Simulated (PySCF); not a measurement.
## The 23-electron isoelectronic series, spin-free X2C

All values are computed (PySCF 2.14, energy differences of UHF-based or UKS calculations, no spin-orbit coupling). Each ion has its own even-tempered basis scaled to its charge (18s12p7d4f3g for the first); frozen: [Ne]. Ionisation energies in eV.

```csv
ion,configuration,UHF,LDA,PBE,PBE0,r2SCAN,MP2 (outer shells),"NIST (with spin-orbit, Breit and QED)"
Lu⁴⁸⁺,[Ar] 3d5 (6S),4257.3,4253.3,4252.8,4254.4,4255.1,4257.5,4211 ± 4 (t)
Ta⁵⁰⁺,[Ar] 3d5 (6S),4589.5,4585.3,4584.8,4586.4,4587.2,4589.7,4537 ± 4 (t)
W⁵¹⁺,[Ar] 3d5 (6S),4760.3,4755.9,4755.4,4757.1,4757.9,4760.5,4709 ± 4 (s)
Re⁵²⁺,[Ar] 3d5 (6S),4934.3,4929.8,4929.3,4931.0,4931.8,4934.5,4877 ± 4 (t)
Os⁵³⁺,[Ar] 3d5 (6S),5111.4,5106.7,5106.3,5108.0,5108.8,5111.6,5052 ± 5 (t)
Ir⁵⁴⁺,[Ar] 3d5 (6S),5291.6,5286.9,5286.4,5288.2,5289.0,5291.9,5229 ± 5 (t)
Pt⁵⁵⁺,[Ar] 3d5 (6S),5475.0,5470.2,5469.7,5471.5,5472.4,5475.3,5410 ± 5 (t)
Au⁵⁶⁺,[Ar] 3d5 (6S),5661.7,5656.7,5656.2,5658.1,5658.9,5661.9,5594 ± 5 (t)
Hg⁵⁷⁺,[Ar] 3d5 (6S),5851.4,5846.3,5845.8,5847.7,5848.6,5851.6,5780 ± 6 (t)
```

(1) Interpolate the row of Hf⁴⁹⁺.

Each ion has its own basis, which adds noise of up to about 0.1 % along the series.

NIST values marked (s) are semi-empirical, (t) theoretical. Open shells are high-spin determinants of the terms that Hund's rules give; for the heavier ions, far from LS coupling, these are not the ground levels.

Spin-orbit coupling of the open shells is absent from the calculated values and included in NIST's; it grows fast with Z.

Results:

(1) configuration [Ar] 3d5 (6S); UHF 4421.8; LDA 4417.6; PBE 4417.2; PBE0 4418.8; r2SCAN 4419.5; MP2 (outer shells) 4422.0; NIST (with spin-orbit, Breit and QED) 4372 ± 4 (t).
